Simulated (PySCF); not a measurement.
H$_{12}$MnO$_{6}$ (SMILES [OH2]->[Mn+2](<-[OH2])(<-[OH2])(<-[OH2])(<-[OH2])<-[OH2]), charge +2, sextet, geometry from GFN2-xTB (such geometries of metal compounds can be far from the true shape); PySCF with DF-PBE0/3-21G.

PySCF was given this input:
```python
from pyscf import gto, scf, dft

mol = gto.M(
    atom='''
Mn   -0.00063942    0.00020933    0.00001784
O    -0.82550013    1.89228342   -1.07802357
H    -1.63758451    1.95817530   -1.59398725
H    -0.43216225    2.77281080   -1.08098040
O     1.82393510    1.16911336    0.84561490
H     1.87320341    1.64034769    1.68558344
H     2.67593419    1.29945647    0.41299253
O     1.20817102   -0.47524321   -1.92953272
H     1.77470768   -1.24085005   -2.08097995
H     1.22506864    0.03828599   -2.74564457
O    -1.16899651    0.58686199    1.92700856
H    -1.73161816    1.36017882    2.05142413
H    -1.20228042    0.09339134    2.75491605
O    -1.83661873   -1.22494394   -0.74206859
H    -1.91193093   -1.70521728   -1.57496564
H    -2.68021292   -1.33794237   -0.28861353
O     0.80633101   -1.95046856    0.97679709
H     0.39238237   -2.82137762    0.96264610
H     1.61190443   -2.04331680    1.49879762
''',
    basis='3-21g',
    charge=2,
    spin=5,
    verbose=4,
)

mf = dft.UKS(mol)
mf.xc = 'pbe0'
mf = mf.density_fit(auxbasis='def2-universal-jkfit')
mf.kernel()
mf.analyze()
```

Output, abridged:

```
PySCF version 2.14.0

[INPUT] verbose = 4
[INPUT] num. atoms = 19
[INPUT] num. electrons = 83
[INPUT] charge = 2
[INPUT] spin (= nelec alpha-beta = 2S) = 5
[INPUT] symmetry False subgroup None
[INPUT] Mole.unit = angstrom
[INPUT] Symbol           X                Y                Z      unit          X                Y                Z       unit  Magmom
[...]
nuclear repulsion = 596.601399994483
number of shells = 65
number of NR pGTOs = 180
number of NR cGTOs = 105
basis = 3-21g
ecp = {}

******** <class 'pyscf.df.df_jk.DFUKS'> ********
method = DFUKS
initial guess = minao
damping factor = 0
level_shift factor = 0
DIIS = <class 'pyscf.scf.diis.CDIIS'>
diis_start_cycle = 1
diis_space = 8
diis_damp = 0
SCF conv_tol = 1e-09
SCF conv_tol_grad = None
SCF max_cycles = 50
direct_scf = False
number electrons alpha = 44  beta = 39
XC library pyscf.dft.libxc version 7.1.2
    S. Lehtola, C. Steigemann, M. J. T. Oliveira, and M. A. L. Marques,  SoftwareX 7, 1–5 (2018)
XC functionals = pbe0
    C. Adamo and V. Barone,  J. Chem. Phys. 110, 6158 (1999)
    M. Ernzerhof and G. E. Scuseria,  J. Chem. Phys. 110, 5029 (1999)
radial grids:
    Treutler-Ahlrichs [JCP 102, 346 (1995); DOI:10.1063/1.469408] (M4) radial grids

becke partition: Becke, JCP 88, 2547 (1988); DOI:10.1063/1.454033
pruning grids: <function nwchem_prune>
grids dens level: 3
symmetrized grids: False
atomic radii adjust function: <function treutler_atomic_radii_adjust>
small_rho_cutoff = 0
Set gradient conv threshold to 3.16228e-05
tot grids = 223096
******** <class 'pyscf.df.df.DF'> ********
auxbasis = def2-universal-jkfit
init E= -1598.35185612735

cycle= 1 E= -1590.6545559875  delta_E=  7.7  |g|= 2.43  |ddm|= 5.35

cycle= 2 E= -1562.27546526119  delta_E= 28.4  |g|= 10.1  |ddm|= 9.12

cycle= 3 E= -1576.88570458479  delta_E= -14.6  |g|=  7.3  |ddm|= 3.44
cycle= 4 E= -1580.84692104245  delta_E= -3.96  |g|= 6.76  |ddm|= 2.79

cycle= 5 E= -1579.56613019395  delta_E= 1.28  |g|= 6.73  |ddm|= 2.72

cycle= 6 E= -1581.72894668486  delta_E= -2.16  |g|= 6.58  |ddm|= 2.71
cycle= 7 E= -1581.93700796534  delta_E= -0.208  |g|= 6.55  |ddm|= 1.07

cycle= 8 E= -1581.9892413008  delta_E= -0.0522  |g|= 6.55  |ddm|= 1.06

cycle= 9 E= -1582.14290553603  delta_E= -0.154  |g|= 6.52  |ddm|= 0.57

cycle= 10 E= -1514.3121541703  delta_E= 67.8  |g|= 4.74  |ddm|= 11.1

cycle= 11 E= -1500.35742547241  delta_E=   14  |g|= 11.5  |ddm|= 13.4

cycle= 12 E= -1562.13407927203  delta_E= -61.8  |g|=  9.3  |ddm|= 4.82

cycle= 13 E= -1560.4487186587  delta_E= 1.69  |g|= 8.09  |ddm|= 3.56

cycle= 14 E= -1557.497299255  delta_E= 2.95  |g|= 7.92  |ddm|= 1.38

cycle= 15 E= -1557.05400143549  delta_E= 0.443  |g|= 7.89  |ddm|= 0.379

cycle= 16 E= -1555.90298651886  delta_E= 1.15  |g|= 8.17  |ddm|=  2.1

cycle= 17 E= -1556.01783644691  delta_E= -0.115  |g|= 7.96  |ddm|= 1.25

cycle= 18 E= -1488.77256368998  delta_E= 67.2  |g|= 8.45  |ddm|= 6.48

cycle= 19 E= -1439.50596031395  delta_E= 49.3  |g|= 7.96  |ddm|= 21.7

cycle= 20 E= -1569.22473145581  delta_E= -130  |g|= 4.81  |ddm|= 20.9

cycle= 21 E= -1571.02147313588  delta_E= -1.8  |g|= 6.57  |ddm|=  8.7

cycle= 22 E= -1588.24955741209  delta_E= -17.2  |g|= 4.87  |ddm|= 4.55

cycle= 23 E= -1593.65990220441  delta_E= -5.41  |g|= 3.64  |ddm|= 2.17
cycle= 24 E= -1600.16719710592  delta_E= -6.51  |g|= 0.559  |ddm|= 1.91
cycle= 25 E= -1600.15185093437  delta_E= 0.0153  |g|= 0.67  |ddm|= 0.843
cycle= 26 E= -1600.3138065155  delta_E= -0.162  |g|= 0.134  |ddm|= 0.436
cycle= 27 E= -1600.32122151094  delta_E= -0.00741  |g|= 0.059  |ddm|= 0.112
cycle= 28 E= -1600.32232455297  delta_E= -0.0011  |g|= 0.0347  |ddm|= 0.0535
cycle= 29 E= -1600.32274972289  delta_E= -0.000425  |g|= 0.00347  |ddm|= 0.0243
cycle= 30 E= -1600.32275417915  delta_E= -4.46e-06  |g|= 0.00152  |ddm|= 0.00324
cycle= 31 E= -1600.32275491168  delta_E= -7.33e-07  |g|= 0.000512  |ddm|= 0.00106
cycle= 32 E= -1600.32275500565  delta_E= -9.4e-08  |g|= 0.000181  |ddm|= 0.000391
cycle= 33 E= -1600.32275502102  delta_E= -1.54e-08  |g|= 3.21e-05  |ddm|= 0.000155
cycle= 34 E= -1600.32275502199  delta_E= -9.78e-10  |g|= 1.96e-05  |ddm|= 5.18e-05
Extra cycle  E= -1600.32275502199  delta_E= 5.46e-12  |g|= 2.32e-05  |ddm|= 2.42e-05
converged SCF energy = -1600.32275502199  <S^2> = 8.7512011  2S+1 = 6.0004004
**** SCF Summaries ****
Total Energy =                       -1600.322755021989224
Nuclear Repulsion Energy =             596.601399994483245
One-electron Energy =                -3372.494660462051343
Two-electron Energy =                 1175.570505445579101
Two-electron Coulomb Energy =         1282.517076780679417
DFT Exchange-Correlation Energy =     -106.946571335100401
**** MO energy ****
                             alpha | beta                alpha | beta
[...]
To work with the spin densities directly, `use mulliken_meta_spin()` only printing them here.

 ** Mulliken spin pop alpha/beta on meta-lowdin orthogonal AOs **
 ** Mulliken Spin Density (per AO)  **
spin_pop of  0 Mn 1s       -0.00000
spin_pop of  0 Mn 2s       -0.00000
spin_pop of  0 Mn 3s        0.00007
spin_pop of  0 Mn 4s        0.01712
spin_pop of  0 Mn 5s        0.00030
spin_pop of  0 Mn 2px      -0.00000
spin_pop of  0 Mn 2py      -0.00000
spin_pop of  0 Mn 2pz      -0.00000
spin_pop of  0 Mn 3px       0.00010
spin_pop of  0 Mn 3py       0.00010
spin_pop of  0 Mn 3pz       0.00010
spin_pop of  0 Mn 4px       0.00211
spin_pop of  0 Mn 4py       0.00217
spin_pop of  0 Mn 4pz       0.00218
spin_pop of  0 Mn 5px      -0.00014
spin_pop of  0 Mn 5py      -0.00014
spin_pop of  0 Mn 5pz      -0.00014
spin_pop of  0 Mn 3dxy      0.98140
spin_pop of  0 Mn 3dyz      0.98483
spin_pop of  0 Mn 3dz^2     0.98800
spin_pop of  0 Mn 3dxz      0.98059
spin_pop of  0 Mn 3dx2-y2    0.98931
spin_pop of  0 Mn 4dxy      0.00074
spin_pop of  0 Mn 4dyz      0.00073
spin_pop of  0 Mn 4dz^2     0.00072
spin_pop of  0 Mn 4dxz      0.00074
spin_pop of  0 Mn 4dx2-y2    0.00072
spin_pop of  1 O 1s        0.00000
spin_pop of  1 O 2s        0.00333
spin_pop of  1 O 3s       -0.00001
spin_pop of  1 O 2px      -0.00011
spin_pop of  1 O 2py      -0.00077
spin_pop of  1 O 2pz       0.00040
spin_pop of  1 O 3px       0.00018
spin_pop of  1 O 3py       0.00037
spin_pop of  1 O 3pz       0.00016
spin_pop of  2 H 1s        0.00227
spin_pop of  2 H 2s        0.00002
spin_pop of  3 H 1s        0.00220
spin_pop of  3 H 2s        0.00002
spin_pop of  4 O 1s        0.00000
spin_pop of  4 O 2s        0.00333
spin_pop of  4 O 3s       -0.00001
spin_pop of  4 O 2px      -0.00056
spin_pop of  4 O 2py       0.00033
spin_pop of  4 O 2pz      -0.00013
spin_pop of  4 O 3px       0.00034
spin_pop of  4 O 3py       0.00017
spin_pop of  4 O 3pz       0.00019
spin_pop of  5 H 1s        0.00225
spin_pop of  5 H 2s        0.00001
spin_pop of  6 H 1s        0.00217
spin_pop of  6 H 2s        0.00002
spin_pop of  7 O 1s        0.00000
spin_pop of  7 O 2s        0.00333
spin_pop of  7 O 3s       -0.00001
spin_pop of  7 O 2px       0.00036
spin_pop of  7 O 2py       0.00002
spin_pop of  7 O 2pz      -0.00074
spin_pop of  7 O 3px       0.00018
spin_pop of  7 O 3py       0.00014
spin_pop of  7 O 3pz       0.00038
spin_pop of  8 H 1s        0.00217
spin_pop of  8 H 2s        0.00002
spin_pop of  9 H 1s        0.00225
spin_pop of  9 H 2s        0.00001
spin_pop of  10 O 1s        0.00000
spin_pop of  10 O 2s        0.00333
spin_pop of  10 O 3s       -0.00001
spin_pop of  10 O 2px       0.00020
spin_pop of  10 O 2py      -0.00002
spin_pop of  10 O 2pz      -0.00067
spin_pop of  10 O 3px       0.00017
spin_pop of  10 O 3py       0.00016
spin_pop of  10 O 3pz       0.00037
spin_pop of  11 H 1s        0.00227
spin_pop of  11 H 2s        0.00002
spin_pop of  12 H 1s        0.00220
spin_pop of  12 H 2s        0.00002
spin_pop of  13 O 1s        0.00000
spin_pop of  13 O 2s        0.00333
spin_pop of  13 O 3s       -0.00001
spin_pop of  13 O 2px      -0.00071
spin_pop of  13 O 2py       0.00036
spin_pop of  13 O 2pz      -0.00014
spin_pop of  13 O 3px       0.00036
spin_pop of  13 O 3py       0.00017
spin_pop of  13 O 3pz       0.00017
spin_pop of  14 H 1s        0.00220
spin_pop of  14 H 2s        0.00002
spin_pop of  15 H 1s        0.00227
spin_pop of  15 H 2s        0.00002
spin_pop of  16 O 1s        0.00000
spin_pop of  16 O 2s        0.00333
spin_pop of  16 O 3s       -0.00001
spin_pop of  16 O 2px      -0.00001
spin_pop of  16 O 2py      -0.00078
spin_pop of  16 O 2pz       0.00042
spin_pop of  16 O 3px       0.00016
spin_pop of  16 O 3py       0.00039
spin_pop of  16 O 3pz       0.00014
spin_pop of  17 H 1s        0.00225
spin_pop of  17 H 2s        0.00001
spin_pop of  18 H 1s        0.00217
spin_pop of  18 H 2s        0.00002
 ** Mulliken Spin Density (per atom)  **
spin density of  0 Mn =      4.95162
spin density of  1 O =      0.00353
spin density of  2 H =      0.00229
spin density of  3 H =      0.00222
spin density of  4 O =      0.00364
spin density of  5 H =      0.00226
spin density of  6 H =      0.00218
spin density of  7 O =      0.00364
spin density of  8 H =      0.00219
spin density of  9 H =      0.00226
spin density of  10 O =      0.00353
spin density of  11 H =      0.00229
spin density of  12 H =      0.00222
spin density of  13 O =      0.00353
spin density of  14 H =      0.00222
spin density of  15 H =      0.00229
spin density of  16 O =      0.00363
spin density of  17 H =      0.00227
spin density of  18 H =      0.00219
 ** Mulliken pop alpha/beta on meta-lowdin orthogonal AOs **
 ** Mulliken pop       alpha | beta **
In total            44.00000 | 39.00000
 ** Mulliken atomic charges   ( Nelec_alpha | Nelec_beta ) **
charge of  0Mn =      1.38023  (    14.28570      9.33408 )
charge of  1O =     -0.57942  (     4.29148      4.28794 )
charge of  2H =      0.34146  (     0.33041      0.32812 )
charge of  3H =      0.34135  (     0.33044      0.32822 )
charge of  4O =     -0.57930  (     4.29147      4.28783 )
charge of  5H =      0.34132  (     0.33047      0.32821 )
charge of  6H =      0.34120  (     0.33049      0.32831 )
charge of  7O =     -0.57931  (     4.29147      4.28784 )
charge of  8H =      0.34120  (     0.33049      0.32831 )
charge of  9H =      0.34132  (     0.33047      0.32821 )
charge of  10O =     -0.57943  (     4.29148      4.28795 )
charge of  11H =      0.34146  (     0.33042      0.32813 )
charge of  12H =      0.34134  (     0.33044      0.32822 )
charge of  13O =     -0.57942  (     4.29148      4.28795 )
charge of  14H =      0.34134  (     0.33044      0.32822 )
charge of  15H =      0.34146  (     0.33042      0.32813 )
charge of  16O =     -0.57932  (     4.29148      4.28784 )
charge of  17H =      0.34132  (     0.33047      0.32820 )
charge of  18H =      0.34120  (     0.33049      0.32831 )

WARN: System has nonzero charge 2; the dipole moment is origin-dependent.
Location of origin: [0. 0. 0.]

Dipole moment(X, Y, Z, Debye): -0.13217,  0.04335,  0.00363
```
